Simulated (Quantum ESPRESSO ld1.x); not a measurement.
Species: the bismuth ion Bi65+. Configuration: [Ar]. All-electron calculation, scalar-relativistic Kohn-Sham, LDA (Slater exchange, VWN5 correlation), spin-polarised, spherical densities, point nucleus. Program: ld1.x of Quantum ESPRESSO 7.5.

Normalised radial functions P(r) = r R(r), r in bohr:

| r | 3p |
|---|---|
| 0.001156 | 0.0196 |
| 0.001423 | 0.0275 |
| 0.001766 | 0.0391 |
| 0.002192 | 0.0555 |
| 0.002721 | 0.0788 |
| 0.003377 | 0.1114 |
| 0.004191 | 0.1569 |
| 0.005201 | 0.2198 |
| 0.006404 | 0.3018 |
| 0.007948 | 0.4150 |
| 0.009864 | 0.5626 |
| 0.01224 | 0.7484 |
| 0.01519 | 0.9708 |
| 0.01886 | 1.2180 |
| 0.0234 | 1.4615 |
| 0.02882 | 1.6442 |
| 0.03576 | 1.7051 |
| 0.04439 | 1.5406 |
| 0.05509 | 1.0644 |
| 0.06837 | 0.2485 |
| 0.08485 | -0.8163 |
| 0.1053 | -1.8867 |
| 0.1297 | -2.6028 |
| 0.1609 | -2.7465 |
| 0.1997 | -2.2559 |
| 0.2479 | -1.4232 |
| 0.3076 | -0.6637 |
| 0.3818 | -0.2160 |
| 0.4739 | -0.0454 |

3p: eigenvalue -7692.6 eV, 1 radial node at r = 0.0721 bohr, <r> = 0.161 bohr, 90 % of the charge inside 0.238 bohr.
